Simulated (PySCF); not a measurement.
## Group charges in `CCN=C1CCC1`

Compound: C6H11N.
Atom-mapped SMILES: `[CH3:1][CH2:2][N:3]=[C:4]1[CH2:5][CH2:6][CH2:7]1` (hydrogens: H8, H9, H10 on C1; H11, H12 on C2; H13, H14 on C5; H15, H16 on C6; H17, H18 on C7)

Geometry (GFN2-xTB, Å), atoms numbered from 1 in this order:
```xyz
18
C6H11N angstrom
C      2.8224   -0.0824   -0.7387
C      1.7035   -0.5791    0.1729
N      0.5449   -0.8856   -0.6214
C     -0.5478   -0.3111   -0.4314
C     -1.8596   -0.4663   -1.1436
C     -2.4582    0.5970   -0.2034
C     -1.1032    0.7372    0.5153
H      3.7376    0.0535   -0.1683
H      2.5453    0.8664   -1.1931
H      2.9965   -0.8057   -1.5305
H      1.4980    0.1630    0.9598
H      2.0162   -1.5144    0.6486
H     -2.2917   -1.4619   -1.0608
H     -1.8259   -0.1954   -2.1974
H     -2.7895    1.5029   -0.7067
H     -3.2634    0.2309    0.4298
H     -0.6317    1.7157    0.4285
H     -1.1022    0.4414    1.5640
```

Atomic charges (e) from the PBE0/pcSseg-1 density (PySCF):

| atom | Mulliken | IAO | Hirshfeld | ESP-fitted |
| --- | --- | --- | --- | --- |
| C1 | -0.2773 | -0.4165 | -0.1216 | -0.3540 |
| C2 | -0.0721 | -0.1411 | -0.0266 | +0.5164 |
| N3 | -0.4107 | -0.2911 | -0.1652 | -0.8041 |
| C4 | -0.0291 | +0.1730 | +0.0863 | +0.6360 |
| C5 | -0.1372 | -0.2970 | -0.0774 | -0.2380 |
| C6 | -0.2355 | -0.2655 | -0.0699 | -0.1532 |
| C7 | -0.1975 | -0.3276 | -0.0797 | -0.2280 |
| H8 | +0.1077 | +0.1388 | +0.0412 | +0.0581 |
| H9 | +0.1070 | +0.1391 | +0.0364 | +0.0985 |
| H10 | +0.1186 | +0.1497 | +0.0403 | +0.1101 |
| H11 | +0.0929 | +0.1032 | +0.0282 | -0.1127 |
| H12 | +0.1233 | +0.1468 | +0.0418 | -0.0060 |
| H13 | +0.1386 | +0.1544 | +0.0480 | +0.0837 |
| H14 | +0.1383 | +0.1542 | +0.0477 | +0.0858 |
| H15 | +0.1239 | +0.1391 | +0.0400 | +0.0679 |
| H16 | +0.1241 | +0.1392 | +0.0401 | +0.0764 |
| H17 | +0.1421 | +0.1503 | +0.0451 | +0.0905 |
| H18 | +0.1429 | +0.1509 | +0.0451 | +0.0725 |

Task: Cut each of the bonds C1–C2, C2–N3 and N3–C4 in turn and sum the charges on the side of the atom named first.

Result: In e; the other side holds the opposite charge:

```json
{"bond cut": "C1–C2", "piece": "CH3", "atoms": "4", "Mulliken": "+0.056", "IAO": "+0.011", "Hirshfeld": "-0.004", "ESP-fitted": "-0.087"}
{"bond cut": "C2–N3", "piece": "C2H5", "atoms": "7", "Mulliken": "+0.200", "IAO": "+0.120", "Hirshfeld": "+0.040", "ESP-fitted": "+0.310"}
{"bond cut": "N3–C4", "piece": "C2H5N", "atoms": "8", "Mulliken": "-0.211", "IAO": "-0.171", "Hirshfeld": "-0.126", "ESP-fitted": "-0.494"}
```

Extremes among these pieces. Mulliken: lowest C2H5N at N3, highest C2H5 at C2; IAO: lowest C2H5N at N3, highest C2H5 at C2; Hirshfeld: lowest C2H5N at N3, highest C2H5 at C2; ESP-fitted: lowest C2H5N at N3, highest C2H5 at C2.

Task: Do the schemes agree better on the pieces than on the single atoms at the cuts?

Result: The spread between schemes averages 0.261 e for the pieces and 0.530 e for the atoms named first; it is smaller for the piece at 3 of the 3 cuts. On average they agree better on the pieces. The sign differs between schemes (beyond ±0.03 e) for CH3 at C1.

One conformer (not necessarily the lowest) at the GFN2-xTB geometry, without solvent, vibrations or thermal averaging.
